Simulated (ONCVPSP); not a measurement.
**u(r) = r·R(r): atom against pseudo-atom (strontium)**

Columns: radius, all-electron u(r) and pseudo u(r) of the 4s shell (level -40.87 eV) of strontium in the configuration [Ar] 3d10 4s2 4p6 5s2; PBEsol, scalar-relativistic, ONCV scheme, ONCVPSP 4.0.1.

```
r (bohr)  all-electron  pseudo
   0.118        0.3221  0.0384
   0.235       -0.1693  0.0939
   0.353       -0.5072  0.1795
   0.470       -0.3731  0.2965
   0.588       -0.0188  0.4394
   0.705        0.3492  0.5904
   0.822        0.6432  0.7321
   0.940        0.8421  0.8481
   1.058        0.9503  0.9249
   1.175        0.9858  0.9576
   1.292        0.9695  0.9494
   1.410        0.9183  0.9074
   1.528        0.8462  0.8417
   1.645        0.7645  0.7632
   1.763        0.6792  0.6790
   1.880        0.5965  0.5964
   1.998        0.5180  0.5179
   2.115        0.4467  0.4466
   2.232        0.3826  0.3826
   2.350        0.3255  0.3255
   2.468        0.2756  0.2756
   2.585        0.2328  0.2328
   2.702        0.1960  0.1960
   2.820        0.1644  0.1644
   2.938        0.1375  0.1375
   3.055        0.1151  0.1151
```

Q: How many radial nodes do the two functions have?

A: The all-electron 4s function has n − l − 1 = 3 (the table is too coarse to show those close to the nucleus); the pseudo-wave has 0, since the states of the same l below it are removed with the core.

Q: At about which radius was the pseudo-wave matched?

A: 1.95 bohr. The columns agree to 0.0005 from 1.76 bohr on; several derivatives are matched, so the curves merge somewhat inside the radius.

Q: Is the pseudo-wave norm-conserving?

A: Yes: the ONCV scheme keeps the norm inside the radius equal to the all-electron one, which fixes the energy derivative of the logarithmic derivative at the level.
